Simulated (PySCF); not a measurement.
# Two-dimensional NMR puzzle

Compound of formula C$_{8}$H$_{8}$O$_{2}$. Correlations simulated from computed shifts and the bond graph:

HSQC (one-bond C–H):
```tsv
δH	δC
7.74	138.1
7.56	136.2
7.51	135.6
3.26	38.6
```

COSY cross peaks (H two or three bonds apart, from the bond graph; peaks can be absent where the dihedral angle is near 90°):
```tsv
δH	δH
7.74	7.56
7.56	7.51
```

HMBC (two and three bonds, from the bond graph):
```tsv
δH	δC
7.74	140.7, 138.1, 136.2, 135.6, 38.6
7.56	140.7, 138.1, 136.2, 135.6
7.51	138.1, 136.2
3.26	178.8, 140.7, 138.1
```

Carbons without hydrogens: δ 178.8, 140.7.

One computed conformer, no solvent model, relativity neglected, averaged over atoms made equivalent by symmetry, fast rotation or ring inversion. PBE0-D3(BJ)/def2-SVP geometry; shielding tensors at HF/pcSseg-1 (GIAO); PySCF 2.14.0 with density-fitted response routines.

δ = σ(ref) − σ, references computed at the same level: ¹H and ¹³C against TMS.

Exchangeable hydrogens are left out of these lists.

**Question.** Assemble the structure.

**Answer.** `InChI=1S/C8H8O2/c9-8(10)6-7-4-2-1-3-5-7/h1-5H,6H2,(H,9,10)`.

Atoms are numbered as in `[O:1]=[C:2]([OH:3])[CH2:4][c:5]1[cH:6][cH:7][cH:8][cH:9][cH:10]1`. Hydrogens are named by the atom that carries them.

1. δC 178.8 is C2, a carboxylic acid carbon.
2. δC 140.7 is C5, a substituted aromatic carbon.
3. δC 138.1 is C6/C10, an aromatic CH (δH 7.74).
4. δC 136.2 is C7/C9, an aromatic CH (δH 7.56).
5. δC 135.6 is C8, an aromatic CH (δH 7.51).
6. δC 38.6 is C4, an sp3 CH2 α to a carbonyl (δH 3.26).
7. HMBC from δH 7.74 reaches the proton-free carbon C5.
8. HMBC from δH 7.56 reaches the proton-free carbon C5.
9. HMBC from δH 3.26 reaches the proton-free carbons C2, C5.
10. COSY links 7.74–7.56, 7.56–7.51.

This is the structure that produced the data.

OH and NH positions are those of a molecule without intermolecular hydrogen bonds; in solution they move with solvent, concentration and temperature, and exchange usually removes their couplings. Shifts are as computed. Against solution values, carbons near 30 ppm lie about -0 ppm off and those near 130 ppm about +7 ppm. Of 1211 compounds with measured shifts, 218 miss one by over three times the rms of a fit or turn the order of signals round; such compounds aren't used in these exercises. Hydrogen bonding in solution deshields acid and N–H amide carbonyl carbons by as much as 10 ppm beyond these values.
